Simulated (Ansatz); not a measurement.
```yaml
crystal:
  periodic: [false, false, false]
  atoms:
    - {symbol: Hg, position_ang: [-0.564366, 1.992493, 1.534753]}
    - {symbol: Hg, position_ang: [0.134267, -1.272571, -0.506175]}
    - {symbol: Hg, position_ang: [0.366894, 1.839226, -1.614472]}
    - {symbol: Hg, position_ang: [0.836681, -4.323505, -1.170896]}
    - {symbol: Se, position_ang: [0.165618, -0.326777, -2.825740]}
    - {symbol: Se, position_ang: [0.170674, -1.564793, 1.985035]}
    - {symbol: Se, position_ang: [-1.561431, -0.052183, 2.563219]}
    - {symbol: Se, position_ang: [0.451653, 3.708110, 0.034286]}
basis:
  gaussian: {orbitals: def2-TZVP, fitting: {mean_field: def2-universal-jkfit}}
hamiltonian: {xc: {name: B97}}
```

```sh
$ ansatz run in.yaml --threads 4 --pin off --events-out ev --progress --plain --max-ram 6963MiB
```

Shortened log:

```
Functional definition: B97
  name "B97"
  cite "Becke, J. Chem. Phys. 107, 8554 (1997) doi:10.1063/1.475007"
  parameter cx = 0.1943
  parameter cx0 = 0.8094
  parameter cx1 = 0.5073
  parameter cx2 = 0.7481
  parameter css0 = 0.1737
  parameter css1 = 2.3487
  parameter css2 = -2.4868
  parameter cos0 = 0.9454
  parameter cos1 = 0.7471
  parameter cos2 = -4.5961
  exchange = spin_sum(e_x_unif_s*poly(b97_u_x, cx0, cx1, cx2)) + cx*exact_x
  correlation = spin_sum(e_c_pw_same_spin*poly(b97_u_same, css0, css1, css2))
      + integral(e_c_pw_opposite_spin*poly(b97_u_opposite, cos0, cos1, cos2))
2052 factors; integrals over basis functions are off by at most 2.5e-1 eV
mean field evaluation 1: about -278096.1057 eV, gradient 4.2e1 eV
mean field evaluation 2: about -278085.1780 eV, gradient 8.0e1 eV
mean field evaluation 4: about -278101.0675 eV, gradient 4.0e0 eV
mean field evaluation 8: about -278101.1009 eV, gradient 1.3e-1 eV
mean field evaluation 16: about -278101.1009 eV, gradient 7.1e-5 eV
mean field -278101.10093679 eV, -10220.0269557306 hartree, gradient 7.1e-5 eV, S^2 0.000000; 0 other end points of the search recorded, 0 dependent functions left out
reference -278101.10097257 eV, -10220.0269570452 hartree; 108, 108 occupied and 256, 256 virtual orbitals, 2052 factors
Total energy: -278101.10097257 eV, -10220.0269570452 hartree
```

Run time 62 s (4 threads of Arm Neoverse V1 on a shared host), peak host memory 2.3 GiB.

In the def2 sets Hg takes a core potential; there is no spin–orbit coupling.
